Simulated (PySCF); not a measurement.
Mayer bond orders and bond lengths

C5H6ClOP.
Atom-mapped SMILES: `[CH3:1][CH2:2][c:3]1[o:4][cH:5][p:6][c:7]1[Cl:8]` (hydrogens: H9, H10, H11 on C1; H12, H13 on C2; H14 on C5)

Geometry (GFN2-xTB, Å), atoms numbered from 1 in this order:
```xyz
14
C5H6ClOP angstrom
C     -1.7691    0.7115    0.4647
C     -0.9964    0.0867   -0.6996
C      0.4099   -0.2161   -0.3036
O      1.3357    0.7291   -0.4959
C      2.5425    0.3484   -0.0622
P      2.6472   -1.2117    0.6238
C      0.9064   -1.3423    0.2891
Cl    -0.0600   -2.7131    0.6575
H     -1.8056    0.0229    1.3050
H     -1.2883    1.6311    0.7897
H     -2.7861    0.9382    0.1563
H     -0.9781    0.7790   -1.5427
H     -1.4835   -0.8392   -1.0081
H      3.3244    1.0751   -0.1962
```

Bond orders from the PBE0/pcSseg-1 density (PySCF). One conformer (not necessarily the lowest) at the GFN2-xTB geometry, without solvent, vibrations or thermal averaging.

Where do the orders between heavy atoms depart from those drawn in the SMILES?

The largest departure is 0.457, at C3–O4 (drawn aromatic, 1.043), counting aromatic bonds as 1.5. The bonds drawn aromatic range from 1.04 to 1.55.

Give the Mayer order of every bond between heavy atoms, beside its length.

| bond | drawn as | length (Å) | Mayer order |
| --- | --- | --- | --- |
| C1–C2 | single | 1.531 | 1.038 |
| C2–C3 | single | 1.492 | 1.048 |
| C3–O4 | aromatic | 1.337 | 1.043 |
| O4–C5 | aromatic | 1.338 | 1.086 |
| C5–P6 | aromatic | 1.708 | 1.548 |
| P6–C7 | aromatic | 1.777 | 1.083 |
| C7–Cl8 | single | 1.717 | 1.043 |
| C7–C3 | aromatic | 1.366 | 1.467 |

By pair of heavy elements: C–C: lowest C1–C2 (1.038, 1.531 Å), highest C7–C3 (1.467, 1.366 Å). C–O: lowest C3–O4 (1.043, 1.337 Å), highest O4–C5 (1.086, 1.338 Å). C–P: lowest P6–C7 (1.083, 1.777 Å), highest C5–P6 (1.548, 1.708 Å).

And the bonds to hydrogen?

C–H: 0.93 to 0.97 (6 bonds).

Sum the orders of all bonds at each heavy atom with more than one neighbour and set the sums beside the valence in the SMILES.

C1 3.938 (drawn 4), C2 3.951 (drawn 4), C3 3.558 (drawn 4), O4 2.129 (drawn 2), C5 3.595 (drawn 4), P6 2.631 (drawn 3), C7 3.593 (drawn 4). Orders between atoms that aren't bonded are not in these sums.

Mayer orders depend on the basis set.
